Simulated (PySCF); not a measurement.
## Diatomic cations of Be with the third period

PBE0 with double-zeta basis sets in PySCF, for the lowest determinant that a PBE0 search found; no spin–orbit coupling. De refers to high-spin ground-configuration atoms (the charge goes to the atom of lower measured ionisation energy or higher electron affinity, which is not always the lowest computed limit). A positive dipole points towards Be; it is taken about the centre of mass and depends on that origin.

```tsv
M	basis	charged atom	state (unpaired electrons)	Re (Å)	ωe (cm⁻¹)	De (eV)	μ (D)
Na	cc-pVDZ	Na+	singlet (closed shell)	2.960	203	0.45	-0.69
Mg	cc-pVDZ	Mg+	doublet (σ ↑)	2.630	342	1.24	0.48
Al	def2-SVP	Al+	singlet (closed shell)	2.802	267	0.80	2.40
Si	def2-SVPD	Si+	doublet (π ↑)	2.297	453	2.21	4.79
P	cc-pVDZ/cc-pV(D+d)Z	Be+	triplet (π ↑↑)	2.020	658	2.66	6.62
S	jorge-DZP-DKH	Be+	doublet (π ↑)	1.851	865	3.29	7.42
Cl	def2-SVP	Be+	singlet (closed shell)	1.757	959	4.23	8.32
```

The shortest bond is that of BeCl⁺ (1.757 Å), the longest that of NaBe⁺ (2.960 Å). BeCl⁺ is bound most strongly (4.23 eV) and NaBe⁺ least (0.45 eV).

The rows differ in basis set, which adds steps of its own.

The state changes along the series, so neighbouring rows are not always alike in their bonding.

Closed-shell solutions of metal pairs were not tested for spin polarisation, which can lower them a little. Weak bonds: NaBe⁺. Basis-set superposition, not corrected here, can be much of De in a small basis, most of all at correlated wavefunction levels. For an ion De counts to the pair picked by the measured ionisation energies or electron affinities, which need not be the lowest pair at this level. States were picked by a PBE0 search and need not be the measured ground states.
